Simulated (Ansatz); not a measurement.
Two isomers of C2H5FOSi: A = `F[C@H]1O[C@H]1[SiH3]`, B = `C[C@H]1O[Si@H]1F`.

Gas-phase electronic energies from Ansatz, PBE0-D4/def2-TZVP geometries. CCSD(T)/CBS is the MP2 limit (def2-TZVPP, def2-QZVPP) plus CCSD(T) − MP2 in def2-TZVPP, frozen cores. Functionals use def2-TZVPP. B3LYP here is the variant with VWN-RPA as its local correlation; programs differ in this.

A:

Z-matrix (Å, degrees):
```
C
O 1 1.369
C 1 1.457 2 62.3
F 1 1.352 2 115.8 3 111.7
H 1 1.087 2 117.3 3 -115.3
Si 3 1.882 1 123.1 2 101.6
H 3 1.091 1 116.0 2 -100.8
H 6 1.487 3 107.9 1 100.1
H 6 1.480 3 110.7 1 -21.1
H 6 1.485 3 108.4 1 -142.1
```

B:

```xyz
10

C     0.3136    1.2496    0.5158
C    -0.0769   -0.1956    0.5671
O    -1.3839   -0.4914   -0.1369
Si   -0.1517   -1.2830   -0.8614
F     0.3071   -0.7804   -2.2948
H     0.3541    1.6258   -0.5079
H     1.3009    1.3801    0.9667
H    -0.4002    1.8600    1.0769
H    -0.0966   -0.6114    1.5742
H    -0.1663   -2.7537   -0.8997
```

Question: Which isomer does CCSD(T)/CBS put lower? Give the gap. (An estimate is asked.)

Answer: Computed: B, by 308.6 kJ/mol.

Question: Give E(B) − E(A) in kJ/mol with r2SCAN-D4, B2PLYP, ωB97M-V, CCSD(T)/def2-TZVPP, HF/def2-TZVPP, B3LYP-D4, CCSD/def2-TZVPP. (Best estimate.)

Answer: The calculation gave: r2SCAN-D4 -297.6, B2PLYP -303.2, ωB97M-V -296.1, CCSD(T)/def2-TZVPP -298.7, HF/def2-TZVPP -291.2, B3LYP-D4 -295.4, CCSD/def2-TZVPP -299.6. None reverses the order clearly.

Largest T1 diagnostic: 0.013.

From PBE to PBE0 (25 % exact exchange), in def2-TZVPP and without D4, E(B) − E(A) moves by −5.6 kJ/mol. In def2-TZVPP, CCSD(T) changes the Hartree–Fock value by −7.4 kJ/mol (the triples alone add +0.9 kJ/mol) and MP2 by −22.6 kJ/mol.
